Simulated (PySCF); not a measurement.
Te(SMe)(OSiH3) (CH₆OSSiTe), SMILES CS[Te]O[SiH3].

Geometry: PBE-D3(BJ)/def2-SVP. This is a generated structure with no PubChem entry under its InChIKey; it may be hypothetical. The def2 effective core potentials stand for the cores of Te; spin–orbit coupling is left out. One conformer was computed; it need not be the lowest.

All values below come from PBE-D3(BJ)/def2-SVP (PySCF 2.14.0).

Frequencies are harmonic and unscaled.

```
mode  ν (cm⁻¹)  IR (km/mol)            moving atoms (share of kinetic energy)
----  --------  -----------  ------------------------------------------------
1           40          0.5                  Si 32 %, H 26 %, C 18 %, Te 10 %
2           71          0.6                            H 65 %, C 17 %, O 11 %
3           90          2.1                   H 34 %, S 33 %, Si 17 %, C 13 %
4          119          1.0                                            H 87 %
5          137          1.9                           O 32 %, H 29 %, Si 26 %
6          178          3.7  O 26 %, S 21 %, H 17 %, Te 15 %, C 13 %, Si 10 %
7          198          0.9           C 30 %, H 19 %, S 17 %, O 17 %, Te 16 %
8          351         13.6                                   S 77 %, Te 19 %
9          459         33.0                  O 63 %, Te 13 %, H 12 %, Si 11 %
10         670          1.5                            C 58 %, S 30 %, H 12 %
11         681         37.5                                    H 83 %, Si 9 %
12         694         42.6                           H 77 %, O 13 %, Si 10 %
13         842        320.9                                   O 70 %, Si 28 %
14         898         60.3                                            H 96 %
15         913        105.8                                            H 96 %
16         920          3.2                                    H 83 %, C 15 %
17         922         10.8                                    H 79 %, C 18 %
18         945        221.2                                            H 93 %
19        1268          7.1                                    H 87 %, C 13 %
20        1383         11.9                                            H 96 %
21        1397          9.2                                            H 95 %
22        2147        115.3                                            H 97 %
23        2157         84.6                                            H 97 %
24        2177        129.6                                            H 96 %
25        2980         12.3                                            H 98 %
26        3090          0.7                                    H 90 %, C 10 %
27        3110          1.0                                    H 90 %, C 10 %
```
